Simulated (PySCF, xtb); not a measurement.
bromine monochloride cation (BrCl), SMILES ClBr (connectivity only; charge and spin as stated), charge +1, multiplicity 2.

Harmonic wavenumbers (cm⁻¹) from GFN2-xTB (xtb) at its own minimum, in rising order: 394.

Problem. What does PBE0-D3(BJ)/def2-TZVP run with PySCF give at its own minimum? (The exact figures need the calculation; the answer reports its results.)

Solution. 529. Paired by order, the mean absolute difference is 134 cm⁻¹ and the zero-point energies are 0.6 and 0.8 kcal/mol.
